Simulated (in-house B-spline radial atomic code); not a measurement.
Radial electron density of Ar3+, [He] 2s2 2p5 3s2 3p3 4f1. Computed with an all-electron radial atomic-structure program (B-spline basis): non-relativistic Hartree-Fock with fractional occupations, spin-polarised, spherical fractional occupations, point nucleus.

Caution: exact exchange at fractional occupations of open shells leaves self-interaction of up to several eV.

Columns: r (bohr), 4πr²n(r) (electrons per bohr), bar.

```
 0.00379   0.6094 #
 0.00466   0.8929 ##
 0.00571    1.291 ###
 0.00701    1.857 ####
  0.0086    2.639 ######
  0.0106    3.732 ########
   0.013    5.149 ###########
  0.0159    6.942 ###############
  0.0195    9.178 ###################
  0.0239    11.78 #########################
  0.0294    14.65 ###############################
  0.0361    17.41 #####################################
  0.0442    19.61 #########################################
  0.0543    20.81 ############################################
  0.0666    20.57 ############################################
  0.0818     18.9 ########################################
     0.1    16.43 ###################################
   0.123    14.21 ##############################
   0.151    13.57 #############################
   0.185    14.95 ################################
   0.228    17.56 #####################################
   0.279    19.21 #########################################
   0.343     18.1 ######################################
    0.42    14.06 ##############################
   0.516    8.892 ###################
   0.633    5.322 ###########
   0.777    4.416 #########
   0.954    4.953 ##########
    1.17    4.919 ##########
    1.44    3.589 ########
    1.76    1.884 ####
    2.16   0.7049 #
    2.65   0.2685 #
    3.26    0.218 
       4   0.2444 #
     4.9   0.2239 
    6.02   0.1468 
    7.38  0.06417 
    9.06  0.01678 
    11.1 0.002392 
    13.6 0.0001593 
    16.7 3.977e-06
```

On this grid the curve has 4 maxima, near 0.0543, 0.279, 0.954, 4 bohr.

The 2p up radial function P(r) = rR(r), positive near the nucleus:

```
r (bohr)         P
 0.00309  0.001766
 0.00466   0.00396
 0.00701  0.008774
  0.0106   0.01943
  0.0159   0.04171
  0.0239   0.08785
  0.0361    0.1803
  0.0543    0.3491
  0.0818    0.6301
   0.123     1.022
   0.185     1.428
   0.279     1.615
    0.42     1.354
   0.633    0.7418
   0.954    0.2222
    1.44   0.02879
```
